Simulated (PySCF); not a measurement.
A calculated (PBE0, PySCF 2.14, x2c-TZVPall, scalar relativity by spin-free X2C-1e) atom or ion has these occupied shells.

| shell | electrons | orbital energy (eV) | rms radius, mean of both spins (bohr) |
| --- | --- | --- | --- |
| 1s α | 1 | -21986.1 | 0.0384 |
| 1s β | 1 | -21986.1 | 0.0384 |
| 2s α | 1 | -3182.1 | 0.158 |
| 2s β | 1 | -3181.6 | 0.158 |
| 2p α | 3 | -2849.4 | 0.140 |
| 2p β | 3 | -2849.0 | 0.140 |
| 3s α | 1 | -569.04 | 0.430 |
| 3s β | 1 | -568.76 | 0.430 |
| 3p α | 3 | -458.85 | 0.434 |
| 3p β | 3 | -458.54 | 0.434 |
| 3d α | 5 | -281.15 | 0.420 |
| 3d β | 5 | -280.63 | 0.420 |
| 4s α | 1 | -81.815 | 1.09 |
| 4s β | 1 | -79.259 | 1.09 |
| 4p α | 3 | -50.790 | 1.21 |
| 4p β | 3 | -47.821 | 1.21 |
| 4d α | 5 | -7.468 | 1.88 |
| 4d β | 2 | -5.571 | 1.88 |
| 5s α | 1 | -5.291 | 3.57 |

Problem. Name the element and its charge.

Solution. Ru (ruthenium, neutral), in [Kr] 4d7 5s1, high-spin 5F determinant.
